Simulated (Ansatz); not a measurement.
The cluster HfS₂: single points at one geometry.

```yaml
crystal:
  periodic: [false, false, false]
  atoms:
    - {symbol: Hf, position_ang: [1.049907, -0.055371, -0.078073]}
    - {symbol: S, position_ang: [-0.562814, -1.449517, 0.577601]}
    - {symbol: S, position_ang: [-0.487093, 1.504889, -0.499527]}
basis:
  gaussian: {orbitals: def2-TZVP}
hamiltonian: {xc: pbe0, dispersion: d4}
output: {orbitals: {seedname: orbitals}}
```

The file start.molden holds the orbitals of an earlier run on this structure, at another level or in another basis.

```sh
$ ansatz run in.yaml --threads 4 --pin off --events-out ev --progress --plain --max-ram 3916MiB
```

It prints (some lines left out):

```
Functional definition: PBE0
935 factors; their error is unknown
mean field evaluation 1: about -22963.0473 eV, gradient 4.9e1 eV
mean field evaluation 2: about -22751.7879 eV, gradient 2.7e2 eV
mean field evaluation 4: about -22970.1498 eV, gradient 1.4e1 eV
mean field evaluation 8: about -22970.7985 eV, gradient 1.1e-1 eV
mean field evaluation 16: about -22970.7985 eV, gradient 5.9e-5 eV
mean field -22970.79854416 eV, -844.1612763315 hartree, gradient 5.7e-5 eV, S^2 0.000000; 0 other end points of the search recorded, 0 dependent functions left out
reference -22970.79856561 eV, -844.1612771196 hartree; 22, 22 occupied and 92, 92 virtual orbitals, 935 factors
Total energy: -22970.89757236 eV, -844.1649155506 hartree
```

It took 0.95 s on 4 threads of Arm Neoverse V2 on a shared host.

First input, but with `gaussian: {orbitals: def2-TZVP, initial_orbitals: start.molden}`, `hamiltonian: {xc: r2scan, dispersion: d4}`, `scf: {omitted_lower_state_checks: [starts]}` (abridged; 2 s):

```
Functional definition: r2SCAN
mean field -22977.94373987 eV, -844.4238574306 hartree, gradient 1.8e-5 eV, S^2 0.000000
Total energy: -22977.96494040 eV, -844.4246365356 hartree
Checks for a lower state left out: starts
```

First input, but with `gaussian: {orbitals: def2-TZVP, initial_orbitals: start.molden}`, `hamiltonian: {xc: pbe, dispersion: d4}`, `scf: {omitted_lower_state_checks: [starts]}` (abridged; 0.8 s):

```
Functional definition: PBE
mean field -22970.37738216 eV, -844.1457989133 hartree, gradient 1.7e-5 eV, S^2 0.000000
Total energy: -22970.49388228 eV, -844.1500802137 hartree
Checks for a lower state left out: starts
```

Geometry: PBE-D4/def2-TZVP, that of the charge +1 doublet.

In the def2 sets Hf takes a core potential; there is no spin–orbit coupling. This restricted singlet of an open-shell metal (gap down to 0.55 eV) wasn't tested against broken symmetry. The structure comes from a short search, and lower isomers may exist.
